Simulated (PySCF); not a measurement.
# NaBr: frontier orbitals

PBE0 at R = 2.523 Å; Na cc-pVTZ, Br cc-pVTZ-PP with ECP10; scalar-relativistic core potentials (PySCF 2.14). State: ¹Σ⁺ (singlet), closed shell. Only the outer orbitals are listed, counted within each symmetry, core potentials removing the inner ones.

```
orbital  occ.  ε (eV)  on Na (%)   main shells (%)
     3π     2  -33.05        100          100 Na p
     3π     2  -33.05        100          100 Na p
     6σ     2  -33.00        100          100 Na p
     7σ     2  -19.05          3           97 Br s
     8σ     2   -6.67         14   85 Br p, 9 Na s
     4π     2   -6.15          5           95 Br p
     4π     2   -6.15          5           95 Br p
     9σ     0   -1.76         98  81 Na s, 17 Na p
     5π     0    0.02         99           96 Na p
     5π     0    0.02         99           96 Na p
```

Q: Which are the highest filled and the lowest empty level, where do they sit, and how wide is the gap?

A: Highest filled 4π at -6.15 eV (in %: 95 Br p); lowest empty 9σ at -1.76 eV (in %: 81 Na s, 17 Na p); the gap at PBE0 is 4.39 eV.

```
bond order (Mayer)                               : 0.95
⟨S²⟩                                             : 0.000
charge on Na (Mulliken, basis-dependent)         : 0.46
charge on Na (Löwdin, basis-dependent)           : 0.13
dipole moment (positive dipole means Na(−)Br(+)) : -8.84 D
polarisability along the bond                    : 46.6 bohr³
polarisability across the bond                   : 34.1 bohr³
```
